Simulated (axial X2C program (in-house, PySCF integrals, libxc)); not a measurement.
Worked dissociation energy of LiMn: BHandHLYP, without spin–orbit coupling

Calculated with an axial X2C code built on PySCF integrals. Spin-free means the one-electron spin-free X2C Hamiltonian. Basis: Mn dyall-cv3z [9s10p6d3f2g], Li dyall-cv3z [7s8p2d] (cores contracted in-house); Gaussian nuclei, density fitting, unrestricted open shells. Masses: Mn 54.938 u, Li 7.016 u.

Molecular state: M_S = 3, Λ = 0 (beyond evenly filled blocks: 2 × σα, π+α, π-α, δ+α, δ-α).

```
E(Mn) (2M_S = 5, M_L = 0) : -1158.557121 hartree
E(Li) (2M_S = 1, M_L = 0) : -7.484661 hartree
E(LiMn) at Re             : -1166.049618 hartree
ωe                        : 189.7 cm⁻¹
ωexe                      : 4.41 cm⁻¹
```

Q: Work out De and D0.

A: De = -1158.557121 + (-7.484661) − (-1166.049618) = 0.00784 hartree = 0.213 eV. The zero-point energy is ωe/2 − ωexe/4 = 94 cm⁻¹ = 0.012 eV, so D0 = 0.202 eV.

One determinant describes the state; a PBE0 search over occupations chose it and may have missed a lower one. De is counted from the lowest determinant-based energies of the atoms at the same level, without counterpoise correction. PBE0 can misorder states that lie within some tenths of an eV, so this need not be the ground state of the molecule. The nearest other spin-free determinant of the search, M_S = 2, Λ = 0, lies 0.13 eV up at the distance of the search.

The bond is weak, and without diffuse functions and with truncated virtuals even CCSD(T) can be tens of per cent off in De.

Each atomic determinant is the lowest at this level and need not be a pure term. Totals compare only within one Hamiltonian and basis.
